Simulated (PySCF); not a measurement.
Multinuclear NMR of C2H13NO2Si3

Atom-mapped SMILES (the numbers label the heavy atoms): `[CH3:1][O:2][SiH:3]([O:4][CH3:5])[N:6]([SiH3:7])[SiH3:8]`. Hydrogens are named by the atom that carries them.

PySCF 2.14.0 with density-fitted response routines calculation with structure optimised with GFN2-xTB and GIAO PBE0/pcSseg-1 shieldings; fast rotation and ring inversion assumed for equivalent nuclei, isolated molecule, non-relativistic, single conformer.

(1) What are the ²⁹Si shifts?

(2) Predict the ¹⁵N NMR data.

(3) What are the ¹⁷O shifts?

Results:

(1) 
```json
{"atoms": "Si3", "environment": "silicon bonded to N, 2 O, H", "σ (ppm)": "393.0", "δ (ppm)": "-43.1"}
{"atoms": "Si7/Si8", "environment": "silicon bonded to N, 3 H", "σ (ppm)": "397.4", "δ (ppm)": "-46.7"}
```

Shieldings were converted by a linear fit to measured shifts: ²⁹Si (scatter 8.9 ppm rms, 25.8 ppm with the 6 outliers that the fit left out vs TMS, solution or neat liquid). A few per cent of atoms miss by over 2 rms, more outside the fitted compound classes.

On a 500 MHz spectrometer ²⁹Si resonates near 99.3 MHz, so 1 ppm is 99.3 Hz.

(2) 
```csv
atoms,environment,σ (ppm),δ (ppm)
N6,nitrogen bonded to 3 Si,257.0,-384.8
```

Shieldings were converted by a linear fit to measured shifts: ¹⁵N (scatter 6.3 ppm rms vs CH3NO2, solution or neat liquid). Occasional misses reach two or three times the rms, and more in compound classes unlike the fitted ones.

On a 300 MHz spectrometer ¹⁵N resonates near 30.4 MHz, so 1 ppm is 30.4 Hz.

(3) 
```
atoms             environment  σ (ppm)  δ (ppm)
O2/O4  oxygen bonded to C, Si    309.7    -15.4
```

Shieldings were converted by a linear fit to measured shifts: ¹⁷O (scatter 10.7 ppm rms, 12.2 ppm with the 3 outliers that the fit left out vs liquid water, solution or neat liquid). A few per cent of atoms miss by over 2 rms, more outside the fitted compound classes.

On a 500 MHz spectrometer ¹⁷O resonates near 67.8 MHz, so 1 ppm is 67.8 Hz.
